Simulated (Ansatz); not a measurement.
Molecule: C$_{2}$H$_{11}$OSi$_{2}$, charge 1, multiplicity 1. It need not be the lowest isomer of its formula. 
Structure (B3LYP-D3(BJ)/def2-TZVP (Ansatz, a program for electronic structure) minimum search):
```
O
H 1 0.9691
Si 1 1.7983 2 116.69
H 3 1.4690 1 102.99 2 -62.10
H 3 1.4697 4 113.38 1 105.20
Si 1 1.8064 2 114.80 3 -173.67
H 6 1.4683 1 101.90 2 122.79
H 6 1.4700 7 113.77 1 106.09
C 6 1.8391 7 115.71 8 138.48
H 9 1.0911 6 111.70 7 172.92
H 9 1.0912 10 109.19 6 124.27
H 9 1.0939 10 107.74 11 116.30
C 3 1.8393 4 115.85 5 138.40
H 13 1.0909 3 111.78 4 173.99
H 13 1.0919 14 109.07 3 124.21
H 13 1.0939 14 107.89 15 116.13
```
Charge +1, spin multiplicity 1.

Total electronic energies in hartree. Cores are frozen in the correlated levels unless marked. No spin-orbit coupling. No relativistic terms. Basis-set limits of correlation are two-point, X^-3; Hartree-Fock from the larger set. [CCSD(T)-MP2]/basis is that difference in the basis named.

```tsv
level	program	energy (Eh)
HF/cc-pwCVTZ	Ansatz	-734.81953
revPBE-D4/def2-TZVPD	Ansatz + dftd4	-736.79572
r2SCAN/def2-TZVPD	Ansatz	-736.79922
r2SCAN-D4/def2-TZVPD	Ansatz + dftd4	-736.80212
B97M-V/def2-TZVPD	Ansatz	-736.77231
r2SCANh-D4/def2-TZVPD	Ansatz + dftd4	-736.79333
r2SCAN0-D4/def2-TZVPD	Ansatz + dftd4	-736.78129
LC-wPBE-D3(BJ)/def2-TZVPD	Ansatz + dftd3	-736.68888
LC-wPBE/def2-TZVPD	Ansatz	-736.67604
wB97M-V/def2-TZVPD	Ansatz	-736.81403
B2GP-PLYP-D4/def2-TZVPD	Ansatz + dftd4	-736.45789
B2PLYP-D4/def2-TZVPD	Ansatz + dftd4	-736.57271
B2PLYP/def2-TZVPD	Ansatz	-736.56489
RI-MP2/cc-pV(Q+d)Z	Ansatz	-735.73504
SCS-MP2/6-31G	Ansatz	-734.95394
SCS-MP2/cc-pV(T+d)Z	Ansatz	-735.67446
SCS-MP2/cc-pV(Q+d)Z	Ansatz	-735.75870
CCSD/6-31G*	Ansatz	-735.33543
CCSD/cc-pVTZ	Ansatz	-735.71531
CCSD/cc-pV(Q+d)Z	Ansatz	-735.79160
CCSD(T)/cc-pwCVTZ	Ansatz	-735.76652
RI-MP2/CBS(cc-pV(T+d)Z,cc-pV(Q+d)Z)+[CCSD(T)-MP2]/cc-pV(T+d)Z	Ansatz	-735.8741
CCSD(T)/CBS(cc-pV(T+d)Z,cc-pV(Q+d)Z)	Ansatz	-735.8645
```

Totals of different functionals don't rank their quality; only differences between species are comparable.
